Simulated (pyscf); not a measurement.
## cyclic CBeO₂ (SMILES O=[C]1[Be][O]1), singlet

Gas-phase minimum from PySCF at ωB97X-D3(BJ)/def2-SVP, one conformer. 

```
C
O 1 1.1744
O 1 1.4314 2 128.09
Be 3 1.4507 1 69.67 2 180.00
```

Properties at ωB97X-D3(BJ)/def2-SVP:

```yaml
harmonic_wavenumbers_unscaled: 454, 550, 602, 793, 1233, 2007 cm⁻¹
zero_point_energy: 8.1 kcal/mol
rotational_symmetry_number: 1
Entropy of this conformer at 298 K and 1 atm, rigid rotor and harmonic oscillator, modes under 100 cm⁻¹ raised to 100: 260.4 J/(mol K)
dipole_moment: 4.97 D
```

Single-point totals, which compare only within one level (frozen core for MP2 and CC):

| level | total energy (hartree) |
|---|---|
| ωB97X-D3(BJ)/def2-TZVP | -203.38562 |
| PBE/def2-TZVP | -203.12809 |
| r²SCAN/def2-TZVP | -203.24740 |
| B3LYP-D3(BJ)/def2-TZVP | -203.35780 |
| PBE0-D3(BJ)/def2-TZVP | -203.11590 |
| M06-2X/def2-TZVP | -203.27317 |
| ωB97M-D3(BJ)/def2-TZVP | -203.40360 |
| HF/def2-TZVPP | -202.25972 |
| MP2/def2-TZVPP | -202.94776 |
| CCSD/def2-TZVPP | -202.94397 |
| CCSD(T)/def2-TZVPP | -202.97880 |

The CCSD(T) − MP2 part came from Ansatz, without density fitting, on the same reference.
